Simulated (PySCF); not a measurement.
## Spin-rotation constants: SMILES C=CC/C=C\C#N, C₆H₇N

Geometry:
```
atom   x (Å)   y (Å)   z (Å)
  C1   2.470   0.318   0.492
  C2   1.417  -0.072  -0.199
  C3   0.072  -0.368   0.403
  C4  -0.917   0.652  -0.058
  C5  -1.981   0.393  -0.818
  C6  -2.311  -0.901  -1.266
  N7  -2.591  -1.948  -1.642
  H8   2.434   0.436   1.563
  H9   3.416   0.526   0.022
 H10   1.471  -0.184  -1.274
 H11  -0.255  -1.368   0.104
 H12   0.148  -0.328   1.493
 H13  -0.711   1.671   0.243
 H14  -2.662   1.173  -1.134
```

Level of theory: GIAO B3LYP/pcSseg-1 magnetisability, rotational g tensor and spin-rotation constants, non-relativistic, gas phase (PySCF). Geometry: GFN2-xTB.

(1) Give the nuclear spin-rotation constants along the inertial axes (H = +C I·J) beside the isotropic shieldings.

(2) How do the rotational constants and the g tensor change when H8, H9, H10, H11, H12, H13, H14 are replaced by deuterium?

## Answers

(1) Rotational constants 7.2478, 1.2808, 1.1580 GHz. A star marks the isotopologue with that one atom substituted, in its own axes.
| atom | isotope | Caa (kHz) | Cbb (kHz) | Ccc (kHz) | mean (kHz) | σ (ppm) |
| --- | --- | --- | --- | --- | --- | --- |
| N7 | 14N | 1.238 | 0.141 | 0.269 | 0.550 | -62.4 |
| H8 | 1H | -0.552 | -0.119 | 0.046 | -0.208 | 26.4 |
| H9 | 1H | -0.120 | -0.129 | -0.015 | -0.088 | 26.5 |
| H10 | 1H | -0.643 | -0.109 | 0.061 | -0.230 | 26.0 |
| H11 | 1H | -0.361 | -0.001 | -0.125 | -0.163 | 28.0 |
| H12 | 1H | -0.591 | -0.139 | 0.013 | -0.239 | 29.0 |
| H13 | 1H | -0.390 | 0.069 | -0.136 | -0.152 | 25.4 |
| H14 | 1H | -0.524 | 0.023 | -0.102 | -0.201 | 26.6 |
| C1 | 13C* | 2.263 | 0.251 | 0.483 | 0.999 | 57.4 |
| C2 | 13C* | 2.505 | 0.265 | 0.541 | 1.104 | 38.2 |
| C3 | 13C* | 1.488 | 0.247 | 0.199 | 0.645 | 137.0 |
| C4 | 13C* | 2.741 | 0.688 | 0.230 | 1.219 | 17.3 |
| C5 | 13C* | 1.827 | 0.531 | 0.200 | 0.853 | 76.9 |
| C6 | 13C* | 2.243 | 0.191 | 0.521 | 0.985 | 62.4 |

For the geometry as given, no vibrational averaging.

(2) Constants 5.8901, 1.1599, 1.0521 GHz; g -0.0602, -0.0112, -0.0126, against -0.0731, -0.0122, -0.0136 before.
